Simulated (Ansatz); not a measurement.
H9NOSi3 (`N[SiH2]O[SiH2][SiH3]`) at its PBE0-D4/def2-TZVP geometry, where that method's forces vanish. The species carries charge 0 and has multiplicity 1.

| atom | x (Å) | y (Å) | z (Å) |
| --- | --- | --- | --- |
| N1 | -1.575 | 0.329 | -1.160 |
| Si2 | -0.483 | 1.630 | -1.030 |
| O3 | 0.803 | 1.341 | -0.053 |
| Si4 | 1.496 | 0.193 | 0.886 |
| Si5 | 0.248 | -1.794 | 0.949 |
| H6 | -2.321 | 0.162 | -0.507 |
| H7 | -1.468 | -0.420 | -1.822 |
| H8 | -1.210 | 2.785 | -0.453 |
| H9 | 0.053 | 1.913 | -2.382 |
| H10 | 1.641 | 0.721 | 2.270 |
| H11 | 2.859 | -0.104 | 0.366 |
| H12 | -1.114 | -1.577 | 1.507 |
| H13 | 0.117 | -2.410 | -0.400 |
| H14 | 0.955 | -2.769 | 1.830 |

(1) For each bond, give half the difference of the two atoms' forces along it (eV/Å; positive pushes the atoms apart) under PBE-D4, r2SCAN-D4, B3LYP-D4, ωB97M-V in def2-TZVPP. (Estimate.)

Results:

(1) Computed: 
```tsv
bond	length (Å)	PBE-D4	r2SCAN-D4	B3LYP-D4	ωB97M-V
N1–Si2	1.704	0.01	0.00	0.12	0.11
N1–H6	1.005	0.19	0.02	-0.02	-0.02
N1–H7	1.005	0.18	0.02	-0.02	-0.02
Si2–O3	1.640	0.18	0.03	0.07	0.09
Si2–H8	1.481	0.01	-0.04	-0.13	-0.17
Si2–H9	1.482	0.01	-0.04	-0.13	-0.17
O3–Si4	1.637	0.24	0.04	0.11	0.14
Si4–Si5	2.347	-0.15	0.01	0.10	0.04
Si4–H10	1.489	0.04	-0.02	-0.11	-0.15
Si4–H11	1.489	0.04	-0.02	-0.11	-0.15
Si5–H12	1.489	0.09	-0.01	-0.07	-0.09
Si5–H13	1.489	0.09	-0.01	-0.07	-0.09
Si5–H14	1.491	0.09	-0.02	-0.07	-0.10
```

B3LYP here is the variant with VWN-RPA as its local correlation; programs differ in this.
